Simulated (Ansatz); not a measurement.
`[SiH3]O/C=[N]\[GaH][Cl]`, relaxed with RKS PBE0-D4/def2-TZVP in the Gaussian-basis code of Ansatz from a GFN2-xTB geometry. The force threshold is 0.005 eV/Å; the program also tests the step.

The species carries charge 0 and has multiplicity 1.

Start:

```xyz
11

Si   -1.546   -0.132    0.616
O    -1.187    0.525   -0.839
C    -0.037    0.672   -1.494
N     1.113    0.324   -1.158
Ga    1.848   -0.449    0.369
Cl    3.606    0.488    0.931
H    -0.633    0.370    1.670
H    -2.898    0.379    0.767
H    -1.445   -1.593    0.530
H    -0.207    1.181   -2.451
H     1.386   -1.767    1.058
```

**Question.** How much energy does the relaxation release, and in how many steps? (Best estimate.)

**Answer.** Ansatz gave: 26.01 kJ/mol, in 17 steps.

**Question.** Which bonds change most? (An estimate is asked.)

**Answer.** Ansatz gave: Ga5–Cl6 from 2.070 to 2.148 Å; O2–C3 from 1.332 to 1.366 Å; N4–Ga5 from 1.863 to 1.836 Å; Si1–O2 from 1.636 to 1.660 Å.

**Question.** Give the relaxed structure. (An estimate is asked.)

**Answer.** The calculation gave: 
```xyz
11

Si   -1.433   -0.036    0.584
O    -1.188    0.760   -0.851
C    -0.050    0.586   -1.588
N     1.018    0.065   -1.223
Ga    1.703   -0.532    0.373
Cl    2.838    0.955    1.429
H    -0.222    0.046    1.475
H    -2.552    0.656    1.251
H    -1.702   -1.472    0.343
H    -0.207    0.989   -2.592
H     1.795   -2.017    0.798
```
